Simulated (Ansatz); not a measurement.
**Calibrating r2SCAN-D4/def2-TZVPP on molecular compounds of Si**

The atomisation energy (no zero-point term) in kJ/mol of 7 molecular compounds of Si: x at r2SCAN-D4/def2-TZVPP, y at CCSD(T)/CBS estimate. Shapes, held fixed at every level: PBE0-D4/def2-TZVP. Flexible molecules stand in one conformer, not always the lowest. Programs: Ansatz 0.2.0.

| molecule | x (kJ/mol) | y (kJ/mol) |
| --- | --- | --- |
| Si(OH)Cl | 1404 | 1412 |
| CH3ClOSi (SMILES CO[Si]Cl) | 2592 | 2591 |
| CH4O2Si (SMILES CO[Si]O) | 3104 | ? |
| Si3NH7S (SMILES [SiH3]N([SiH3])[Si]S) | 3764 | 3786 |
| C2H6ClNSi (SMILES CN(C)[Si]Cl) | 4057 | 4057 |
| C3H8Si (SMILES CC(C)[SiH]) | 4373 | 4367 |
| C6H14O2Si (SMILES CC(C)O[Si]OC(C)C) | 9279 | 9267 |

Task: Fit y = c + s·x to the known rows and predict y for CH4O2Si.

Result: 
1. Means of the 6 rows: x = 4244.83, y = 4246.7.
2. Σ(Δx)² = 36427935, Σ(Δx·Δy) = 36335104, so the slope is 36335104/36427935 = 0.99745.
3. Intercept: 4246.7 − (0.99745) × 4244.83 = 12.7. The largest residual of the fit is 19.
4. CH4O2Si: 12.7 + 0.99745 × 3104 = 3109 kJ/mol.

CCSD(T)/CBS estimate gives 3119 kJ/mol, so the prediction is off by -10 kJ/mol, within the largest residual. Uncorrected, r2SCAN-D4/def2-TZVPP misses CH4O2Si by -15 kJ/mol, and the other rows by 8 on average. The line removes about 30 % of this miss. C6H14O2Si lies far out in x and weighs most in the slope. Left out in turn, the other rows are missed by 9 kJ/mol on average, worse than no correction. The CBS estimate extrapolates MP2 from def2-TZVPP and def2-QZVPP and adds CCSD(T) − MP2 in the triple-zeta set, cores frozen.
